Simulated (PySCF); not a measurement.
CH$_{4}$CdO (SMILES C[O][CdH]), singlet, geometry from GFN2-xTB (such geometries of metal compounds can be far from the true shape) (core potentials on Cd). Base run: PySCF with HF/def2-SVP.

The PySCF input:
```python
from pyscf import gto, scf, solvent

mol = gto.M(
    atom='''
Cd   -0.00487307   -0.08356923    0.59918158
H    -0.39221381    1.33113832    1.30147417
O     0.25304425   -0.48349664   -1.32900058
C    -0.12122165    0.62238678   -2.08368966
H    -0.34854814    1.53668924   -1.46891107
H     0.69101360    0.88522822   -2.77451626
H    -1.01336810    0.39191938   -2.68462003
''',
    basis='def2-svp',
    ecp={'Cd': 'def2-svp'},
    verbose=3,
)

mf = scf.RHF(mol)
mf.kernel()
```

Variants of this job, named by their change:

| change | ΔE vs base (kJ/mol) | dipole (D) | HOMO-LUMO gap (eV) |
|---|---|---|---|
| base | 0.00 | 3.18 | 10.69 |
| model = COSMO; solvent = acetonitrile | -89.6 | 4.26 | 12.06 |
| model = IEF-PCM; solvent = dichloromethane | -77.8 | 4.13 | 11.88 |
| model = IEF-PCM; solvent = acetonitrile; vdw_scale = 1.0 | ? | ? | ? |
| model = SS(V)PE; solvent = acetonitrile | -89.7 | 4.26 | 12.06 |
| model = IEF-PCM; solvent = chloroform | ? | ? | ? |
| model = IEF-PCM; solvent = acetonitrile; lebedev_order = 41 | -90.0 | 4.27 | 12.07 |
| model = IEF-PCM; solvent = acetonitrile | -89.9 | 4.27 | 12.07 |
| model = IEF-PCM; solvent = acetonitrile; vdw_scale = 1.1 | ? | ? | ? |
| model = IEF-PCM; solvent = acetonitrile; r_probe = 0.5 | -35.9 | 3.82 | 11.56 |
| model = IEF-PCM; solvent = acetonitrile; vdw_scale = 1.4 | -49.4 | 3.95 | 11.73 |
| model = IEF-PCM; solvent = water | -92.3 | 4.29 | 12.10 |

### Question
Complete the blanks.

### Answer

- model = IEF-PCM; solvent = acetonitrile; vdw_scale = 1.0, ΔE vs base (kJ/mol): -187.6
- model = IEF-PCM; solvent = acetonitrile; vdw_scale = 1.0, dipole (D): 4.72
- model = IEF-PCM; solvent = acetonitrile; vdw_scale = 1.0, HOMO-LUMO gap (eV): 12.37
- model = IEF-PCM; solvent = chloroform, ΔE vs base (kJ/mol): -65.0
- model = IEF-PCM; solvent = chloroform, dipole (D): 3.97
- model = IEF-PCM; solvent = chloroform, HOMO-LUMO gap (eV): 11.68
- model = IEF-PCM; solvent = acetonitrile; vdw_scale = 1.1, ΔE vs base (kJ/mol): -127.3
- model = IEF-PCM; solvent = acetonitrile; vdw_scale = 1.1, dipole (D): 4.48
- model = IEF-PCM; solvent = acetonitrile; vdw_scale = 1.1, HOMO-LUMO gap (eV): 12.24

The base is the gas phase, so ΔE is the electrostatic part of solvation at a fixed geometry, without cavity and dispersion terms.
